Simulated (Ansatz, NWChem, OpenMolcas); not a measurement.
## Calibrating B3LYP/6-31G* (spherical functions) on molecular compounds of B

The vertical ionisation energy (cation less neutral) in eV of 8 molecular compounds of B: x at B3LYP/6-31G* (spherical functions), y at CCSD(T)/def2-TZVPP. Shapes, held fixed at every level: PBE0-D4/def2-TZVP. Flexible molecules stand in one conformer, not always the lowest. Programs: Ansatz 0.2.0, NWChem 7.3.0, OpenMolcas 26.06. A level may come from different programs for different species; with the same settings they agree closely.

| molecule | x (eV) | y (eV) |
| --- | --- | --- |
| B(NH2)(OH)Cl | 10.21 | 10.62 |
| B(NH2)(OH)F | 10.42 | 10.86 |
| BBr2F (dibromofluoroborane) | 10.75 | 11.13 |
| BH(SH)F | 10.82 | 10.86 |
| BH2Cl (SMILES BCl) | 11.31 | ? |
| BH2F (SMILES BF) | 12.32 | 12.71 |
| BClF2 (chlorodifluoroborane) | 12.66 | 12.81 |
| B(CN)F2 | 13.38 | 13.80 |

**Question.** Fit y = c + s·x to the known rows and predict y for BH2Cl.

**Answer.** 
1. Means of the 7 rows: x = 11.5086, y = 11.827.
2. Σ(Δx)² = 9.4073, Σ(Δx·Δy) = 9.3553, so the slope is 9.3553/9.4073 = 0.99447.
3. Intercept: 11.827 − (0.99447) × 11.5086 = 0.382. The largest residual of the fit is 0.28.
4. BH2Cl: 0.382 + 0.99447 × 11.31 = 11.63 eV.

CCSD(T)/def2-TZVPP gives 11.50 eV, so the prediction is off by +0.13 eV, within the largest residual. Uncorrected, B3LYP/6-31G* (spherical functions) misses BH2Cl by -0.19 eV, and the other rows by 0.32 on average. The line removes about 30 % of this miss. Left out in turn, the other rows are missed by 0.18 eV on average. Cations run unrestricted. Relativity is left out for Br. Outer-core shells of Br are correlated, in sets that cover them unevenly.
